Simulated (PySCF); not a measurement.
**`C(CC)C[C@H](C)C=O`, C$_{7}$H$_{14}$O**

Molfile (atoms numbered from 1):
```
C7H14O
     RDKit          3D

 22 21  0  0  0  0  0  0  0  0999 V2000
    3.3555   -0.2248   -0.5780 C   0  0  0  0  0  0  0  0  0  0  0  0
    2.1170    0.1023    0.2403 C   0  0  0  0  0  0  0  0  0  0  0  0
    0.8229   -0.0117   -0.5533 C   0  0  0  0  0  0  0  0  0  0  0  0
   -0.4162    0.3213    0.2658 C   0  0  0  0  0  0  0  0  0  0  0  0
   -1.7251    0.2366   -0.5086 C   0  0  2  0  0  0  0  0  0  0  0  0
   -2.9017    0.8763    0.2332 C   0  0  0  0  0  0  0  0  0  0  0  0
   -2.1039   -1.1822   -0.8631 C   0  0  0  0  0  0  0  0  0  0  0  0
   -1.5266   -2.1712   -0.4989 O   0  0  0  0  0  0  0  0  0  0  0  0
    3.3107   -1.2523   -0.9734 H   0  0  0  0  0  0  0  0  0  0  0  0
    4.2747   -0.1385    0.0212 H   0  0  0  0  0  0  0  0  0  0  0  0
    3.4558    0.4540   -1.4404 H   0  0  0  0  0  0  0  0  0  0  0  0
    2.2030    1.1233    0.6539 H   0  0  0  0  0  0  0  0  0  0  0  0
    2.0619   -0.5699    1.1146 H   0  0  0  0  0  0  0  0  0  0  0  0
    0.8733    0.6596   -1.4307 H   0  0  0  0  0  0  0  0  0  0  0  0
    0.7306   -1.0356   -0.9514 H   0  0  0  0  0  0  0  0  0  0  0  0
   -0.4777   -0.3613    1.1308 H   0  0  0  0  0  0  0  0  0  0  0  0
   -0.3173    1.3398    0.6799 H   0  0  0  0  0  0  0  0  0  0  0  0
   -1.6195    0.7625   -1.4786 H   0  0  0  0  0  0  0  0  0  0  0  0
   -2.7178    1.9483    0.3957 H   0  0  0  0  0  0  0  0  0  0  0  0
   -3.8439    0.7785   -0.3285 H   0  0  0  0  0  0  0  0  0  0  0  0
   -3.0444    0.4048    1.2183 H   0  0  0  0  0  0  0  0  0  0  0  0
   -3.0253   -1.2645   -1.5015 H   0  0  0  0  0  0  0  0  0  0  0  0
  1  2  1  0
  2  3  1  0
  3  4  1  0
  4  5  1  0
  5  6  1  0
  5  7  1  0
  7  8  2  0
  1  9  1  0
  1 10  1  0
  1 11  1  0
  2 12  1  0
  2 13  1  0
  3 14  1  0
  3 15  1  0
  4 16  1  0
  4 17  1  0
  5 18  1  6
  6 19  1  0
  6 20  1  0
  6 21  1  0
  7 22  1  0
M  END
```

Theory: quadratic response CAM-B3LYP/aug-cc-pVDZ first hyperpolarisability, Taylor convention, gas phase (PySCF 2.14.0). Geometry: PBE0-D3(BJ)/def2-SVP.

(1) Give the tensor of the static β(0;0,0) in the axes of these coordinates.

Results:

(1) In au, Taylor convention; rows are the first index (the induced dipole):
|  | xx | yy | zz | xy | xz | yz |
| --- | --- | --- | --- | --- | --- | --- |
| x | +62.5 | +4.5 | +23.9 | -18.2 | +34.4 | +1.8 |
| y | -18.2 | -28.8 | -21.6 | +4.5 | +1.8 | +5.9 |
| z | +34.4 | +5.9 | +17.9 | +1.8 | +23.9 | -21.6 |

Norm of βᵢ = ⅓ Σⱼ (βᵢⱼⱼ + βⱼᵢⱼ + βⱼⱼᵢ): 127.9 au, hyper-Rayleigh value 49.8 au.
